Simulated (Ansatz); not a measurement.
Al5Ga⁻. Charge -1, multiplicity 2. Geometry PBE-D4/def2-SVP, that of the neutral singlet; atoms count from 1.

```xyz
6

Al   -2.009    0.574    0.362
Al    0.050    1.962   -0.506
Al    0.459    0.499    1.505
Al    0.893    0.038   -2.066
Al   -0.924   -1.826    0.634
Ga    1.531   -1.246    0.071
```

The structure comes from a short search, and lower isomers may exist.

(1) Estimate the Mulliken populations from the PBE0/def2-TZVPD orbitals of Ansatz.

(2) Where does the spin sit?

(3) And the Mayer bond orders between bonded heavy atoms (over 0.3)?

Results:

(1) 
```csv
atom,charge (e),spin (α − β)
Al1,-0.15,0.32
Al2,-0.16,-0.03
Al3,-0.16,0.46
Al4,-0.21,0.12
Al5,-0.18,0.23
Ga6,-0.14,-0.09
```
Mulliken values and Mayer orders depend strongly on the basis. With diffuse functions, as here, like atoms can get unlike values, and bond orders can come out too low or too high.

(2) Summed by element: Al 1.09, Ga -0.09, of 1 unpaired in all. Largest on single atoms: Al3 0.46, Al1 0.32, Al5 0.23.

(3) Al1–Al2 0.63 (2.63 Å); Al1–Al3 0.51 (2.72 Å); Al1–Al5 0.66 (2.65 Å); Al2–Al3 0.61 (2.52 Å); Al2–Al4 0.67 (2.62 Å); Al3–Al5 0.47 (2.84 Å); Al3–Ga6 0.60 (2.50 Å); Al4–Ga6 0.63 (2.57 Å); Al5–Ga6 0.65 (2.59 Å). Values over 0.3 also appear between atoms too far apart for a bond (Al1–Ga6 0.33 at 3.99 Å; Al2–Al5 0.35 at 4.07 Å; Al2–Ga6 0.37 at 3.58 Å; Al3–Al4 0.42 at 3.63 Å); they arise where an orbital or an unpaired electron spreads over both atoms.
